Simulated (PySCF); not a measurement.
Predicted spectroscopic data

- coordinates at the GFN2-xTB level
- GIAO PBE0/pcSseg-1 shieldings
- code: PySCF 2.14
- non-relativistic, no solvent model, equivalent nuclei averaged, single conformer

δ = σ(ref) − σ, references computed at the same level: TMS for 1H, 13C. Where no couplings were computed, multiplicities follow the n + 1 count of equivalent neighbours, and m marks all less simple cases (inequivalent or close neighbours, rings, F or P nearby). Shifts are as computed. Against solution values, carbons near 30 ppm lie about +3 ppm off and those near 130 ppm about +5 ppm. Of 1309 compounds with measured shifts, 239 miss one by over three times the rms of a fit or turn the order of signals round; such compounds aren't used in these exercises.

Compound 1 (C$_{6}$H$_{14}$Si$_{3}$). 1H NMR (500 MHz, computed): δ 7.25 (m, 1H), 5.95 (br s, 1H), 5.88 (m, 1H), 5.77 (br s, 1H), 4.39 (m, 1H), 4.21 (m, 1H), 4.17 (m, 1H), 4.09 (m, 1H), 3.70 (m, 1H), 2.27 (m, 1H), 2.04 (s, 3H), 1.49 (m, 1H). 13C{1H} NMR (computed): δ 159.4, 149.4, 135.3, 122.5, 27.9, 17.4. Structure: SMILES C=C(C)[Si@H]1[SiH2]C=CC[SiH2]1.

Compound 2 (C$_{6}$H$_{14}$Si$_{3}$). 1H NMR (500 MHz, computed): δ 6.94 (m, 1H), 6.58 (m, 1H), 6.50 (m, 1H), 6.39 (t, 1H), 6.31 (m, 1H), 5.77 (m, 1H), 5.76 (m, 1H), 4.88 (m, 2H), 4.49 (q, 2H), 3.48 (t, 3H). 13C{1H} NMR (computed): δ 163.6 (C), 154.3 (CH), 149.3 (CH), 144.1 (CH2), 140.6 (CH), 127.9 (CH2). Structure: `InChI=1S/C6H14Si3/c1-3-6(9-7)5-8-4-2/h3-5H,1-2,8-9H2,7H3/b6-5+`.
